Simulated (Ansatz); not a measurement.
Saddle point of SiH2BrCl3, singlet (SiHCl₃ ([Cl][SiH]([Cl])[Cl]) + HBr → SiHBrCl₂ ([Cl][SiH]([Cl])[Br]) + HCl; bonds formed: Si1–Br7, Cl2–H6; bonds broken: Si1–Cl2, H6–Br7), PBE0-D4/def2-TZVP structure:

| atom | x (Å) | y (Å) | z (Å) |
| --- | --- | --- | --- |
| Si1 | -0.5818 | -0.0195 | -0.2021 |
| Cl2 | 1.4035 | -1.2324 | 0.3127 |
| Cl3 | -1.2574 | -1.7190 | -1.1665 |
| Cl4 | -1.4021 | 0.0428 | 1.6509 |
| H5 | -1.1890 | 0.9671 | -1.1051 |
| H6 | 1.8235 | 0.1660 | 0.4132 |
| Br7 | 1.2032 | 1.7950 | 0.0970 |

Energies are electronic, without zero-point energy. Barriers and step energies count from the start structure reached by relaxing down the imaginary mode; all methods use the PBE0-D4 structures, on which another method's saddle can fall below an end. Computed with Ansatz 0.2.0 (basis: def2-TZVPP, with def2-QZVPP for the basis limit); correlated methods freeze the cores. Filled d shells of the heavier atoms are correlated. The def2 sets are not built for correlating such inner shells, so the correlated values are less sure here. B3LYP uses VWN-RPA correlation. Extrapolation: Hartree–Fock as exp(−7.88 √X), correlation as X^−2.97.

| method | barrier (kcal/mol) | step energy (kcal/mol) |
| --- | --- | --- |
| SPW92 | 23.19 | 1.15 |
| PBE-D4 | 30.10 | 0.82 |
| BLYP-D4 | 34.89 | 1.45 |
| r2SCAN-D4 | 34.53 | 1.42 |
| B97M-V | 40.74 | 2.26 |
| PBE0-D4 | 35.39 | 0.91 |
| B3LYP-D4 | 38.92 | 1.46 |
| r2SCAN0-D4 | 37.95 | 1.34 |
| BHLYP-D4 | ? | 1.50 |
| CAM-B3LYP-D4 | 42.24 | 1.92 |
| wB97X-V | 41.98 | 1.67 |
| wB97M-V | 39.96 | 1.62 |
| B2PLYP | 41.47 | 1.61 |
| PBE-QIDH | 39.61 | 1.10 |
| RPA on PBE | ? | 1.57 |
| HF | 60.54 | 2.24 |
| MP2 | ? | 1.01 |
| CCSD | 46.48 | 1.52 |
| CCSD(T) | 42.92 | 1.42 |

(1) Fill in the withheld barriers. (An estimate is asked for; the value comes from the calculation.)

No T1 diagnostic of these runs exceeds 0.010.

Results:

(1) The calculation gives: BHLYP-D4 44.93; MP2 40.10; RPA on PBE 42.41 kcal/mol. Each is the energy of the saddle less that of the start structure, by the same method.

For comparison, the barrier by CCSD(T) at an estimated basis limit (MP2 extrapolated from triple and quadruple zeta, plus CCSD(T) − MP2 in triple zeta) is 40.74 kcal/mol.

Labels in which every atom is bracketed show which atoms are joined, not bond orders.

For scale, one of the runs: CCSD(T)/def2-TZVPP, 244 basis functions, launched by `ansatz run in.yaml --threads 8 --pin off --events-out ev --progress --plain --max-ram 19148MiB`. The run took 100 s on 8 CPU threads of an Arm Neoverse V2 (shared host), with 4.5 GiB of host memory at its peak.
